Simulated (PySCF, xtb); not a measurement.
BaF, SMILES [F][Ba+], charge +1.

GFN2-xTB (xtb 6.7.1) at its own geometry gives an orbital gap of 1.03 eV.

Geometry: PBE0-D3(BJ)/def2-TZVPD. The multiplicity is an assumed one; other spin states were not compared. The def2 effective core potentials stand for the cores of Ba; spin–orbit coupling is left out.

Question: What does M06-2X/def2-TZVPD run with PySCF give? (An estimate is asked for; the answer gives what the named calculation found.)

Answer: gap 10.24 eV (levels -16.11 and -5.87 eV).
